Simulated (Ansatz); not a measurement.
Consider the atomization: `[BH2][GaH][CH3]` → B• + C• + Ga• + 6 H•.

Gas-phase electronic energies from Ansatz, PBE0-D4/def2-TZVP geometries. CBS: MP2 limit from def2 TZ/QZ plus the TZ coupled-cluster correction, frozen cores. This one scheme is used for every species, atoms too. Functionals use def2-TZVPP. HSE06 is defined as in plane-wave codes. No spin–orbit coupling; open shells (•) take unrestricted orbitals. Spin–orbit coupling would lower the free atoms: a little for B, C; clearly for Ga. Bonds to Ga are less sure, by a few kJ/mol each and by 10 to 20 or more in all where they break to atoms, as the def2 sets lack core-valence functions. Scalar relativity is left out up to krypton.

```csv
level,ΔE (kJ/mol),difference from CCSD(T)/CBS
PBE0-D4,2791.4,-3.3
r2SCAN0-D4,2791.8,-2.9
CAM-B3LYP-D4,2808.3,13.6
B2PLYP,2767.7,-27.0
HSE06,2782.0,-12.7
MP2/def2-SVP,2670.2,-124.5
SCS-MP2/def2-TZVPP,2758.5,-36.2
CCSD/def2-TZVPP,2723.5,-71.2
CCSD(T)/def2-TZVPP,2748.3,-46.4
HF/CBS(def2),2156.2,-638.5
CCSD(T)/CBS,2794.7,0
```

Largest T1 diagnostic among the species: 0.014.

From r2SCAN to r2SCAN0 (25 % exact exchange), in def2-TZVPP and without D4, ΔE moves by −20.1 kJ/mol: exact exchange takes away binding that semilocal exchange gives to molecules. Leaving LDA and LC-ωPBE aside and taking each functional with its dispersion term where it has one, the values, not all of them listed here, spread over 62.4 kJ/mol, from revPBE-D4 to B97M-V. LDA lies +329.0 kJ/mol from PBE without D4, its usual overbinding.

For atomizations the MP2-based limit and the directly extrapolated one differ by several kJ/mol either way, and by 10 to 25 for some Ge, Se and Sn compounds, so smaller differences from it don't rank the levels.
